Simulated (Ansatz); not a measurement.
Cost and result for the atomization energy of C6H12O (`CCC(C)C(C)=O`) (19 atoms, 18 bonds).

Cartesian coordinates in Å:
```
C -0.802 -1.024 1.888
C -0.019 -1.344 0.627
C -0.092 -0.246 -0.424
C 0.576 -0.675 -1.732
C 0.592 1.029 0.043
C -0.010 2.325 -0.425
O 1.579 1.000 0.735
H -0.409 -0.132 2.381
H -1.859 -0.849 1.665
H -0.748 -1.846 2.605
H 1.033 -1.510 0.875
H -0.392 -2.272 0.182
H -1.143 -0.011 -0.634
H 1.626 -0.918 -1.556
H 0.082 -1.561 -2.136
H 0.532 0.108 -2.493
H 0.667 3.154 -0.227
H -0.262 2.283 -1.487
H -0.949 2.489 0.115
```

The species carries charge 0 and has multiplicity 1. The structure was optimised at the PBE0-D4/def2-TZVP level. It is one conformer, not always the lowest. Program: Ansatz. All runs use 2 threads of an AMD EPYC 7R13 on a shared host and a share of an NVIDIA H100 80 GB. Times are those of one run each, without the atoms' runs, and a repeat can differ threefold. Electronic energies, without spin–orbit coupling; frozen cores. CCSD(T)/CBS adds CCSD(T) − MP2 in def2-TZVPP to the MP2 limit, and its time is that of the two runs behind it. T1 = 0.012. B3LYP takes the VWN-RPA correlation (the form of Gaussian; ORCA's B3LYP/G).

CCSD(T)/CBS is a level of theory with its own doubt, some kJ/mol a heavy atom from the limit and from the frozen cores, so smaller differences don't rank the functionals.

```csv
level,functions,wall time,atomization (kJ/mol),difference from CCSD(T)/CBS,per bond
LDA (SPW92)/def2-TZVPP,385,4.9 s,8886.8,1096.9,60.9
BHLYP-D4/def2-TZVPP,385,5 s,7596.8,-193.1,-10.7
CCSD(T)/def2-SVP,158,5.5 s,7510.8,-279.1,-15.5
CAM-B3LYP-D4/def2-TZVPP,385,5.5 s,7832.2,42.3,2.3
PBE-QIDH/def2-TZVPP,385,5.5 s,7784.8,-5.1,-0.3
B2PLYP/def2-TZVPP,385,6.5 s,7722.7,-67.2,-3.7
PBE0-D4/def2-TZVPP,385,7.5 s,7851.2,61.3,3.4
ωB97M-V/def2-TZVPP (with forces),385,7.5 s,7816.0,26.1,1.5
B97M-V/def2-TZVPP,385,8.5 s,7807.7,17.8,1.0
B3LYP-D4/def2-TZVPP (with forces),385,9.5 s,7798.7,8.8,0.5
MP2/def2-QZVPP,759,11 s,7825.9,36.0,2.0
CCSD(T)/def2-TZVPP,385,23 s,7623.9,-166.0,-9.2
CCSD(T)/CBS(def2),–,33 s,7789.9,0.0,0.0
```

The D4 term adds +62.6 kJ/mol with B3LYP and +33.7 kJ/mol with PBE0; it sums over pairs of atoms, weighted by their polarisabilities, and B3LYP, whose exchange is more repulsive, gets the larger term. At CCSD(T), def2-SVP lies −279.1 kJ/mol from the extrapolated value and def2-TZVPP −166.0 kJ/mol: correlation converges slowly with the basis, and small sets miss more of it in the bonded molecule than in its fragments. Leaving LDA and LC-ωPBE aside and taking each functional with its dispersion term where it has one, the values, not all of them listed here, spread over 370.7 kJ/mol, from BHLYP-D4 to PBE-D4. LDA lies +959.2 kJ/mol from PBE without D4, its usual overbinding.
